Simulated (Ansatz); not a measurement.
Ansatz results at the PBE0-D4/def2-TZVP geometry: HOMO energy (ωB97M-V/def2-TZVPP) -9.76 eV; size of the dipole moment (B3LYP/def2-TZVPP) 1.23 D; LUMO energy (PBE/def2-TZVPP) -1.45 eV.

Each molecule was computed in one conformer, which needn't be the lowest.

Q: Which molecule gave them?
A. `C1=N[AsH]1`
B. `[CH3][GaH][GeH2][F]`
C. `[CH3][SnH2][SiH2]F`
D. `FCC=C=[Se]`

A: C. The others give `FCC=C=[Se]`: -8.33, 2.33, -3.29; `C1=N[AsH]1`: -9.14, 1.97, -1.91; `[CH3][GaH][GeH2][F]`: -9.53, 2.36, -2.77.

B3LYP here is the variant with VWN-RPA as its local correlation; programs differ in this.
